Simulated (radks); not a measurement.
Results of a calculation; reference values are marked as such.
Task: I38+, configuration [Ne] 3s2 3p3 (the NIST ground configuration). Code: a radial shooting solver on a logarithmic mesh with Libxc functionals. Model: scalar-relativistic Kohn-Sham, PBE, spin-polarised, spherical densities, finite nucleus; open shells are filled with parallel spins first (spin-orbit coupling, left out, can overturn this in heavy ions); Fermi nuclear charge, rms radius 4.75 fm. Some entries of the table are withheld. Estimate them.

orbital,occ.,eigenvalue (eV),<r^2> (bohr^2)
1s up,1,-35250.05,0.001004
1s down,1,-35242.99,0.001004
2s up,1,-7268.831,(1)
2s down,1,-7263.539,(2)
2p up,3,-6769.152,(3)
2p down,3,-6761.614,(4)
3s up,1,-2833.176,(5)
3s down,1,-2808.774,(6)
3p up,3,-2676.278,0.08628
3p down,0,-2651.902,0.08665

Result: 
(1) 2s up <r^2> (bohr^2): 0.01574
(2) 2s down <r^2> (bohr^2): 0.01572
(3) 2p up <r^2> (bohr^2): 0.01239
(4) 2p down <r^2> (bohr^2): 0.01238
(5) 3s up <r^2> (bohr^2): 0.09039
(6) 3s down <r^2> (bohr^2): 0.09079
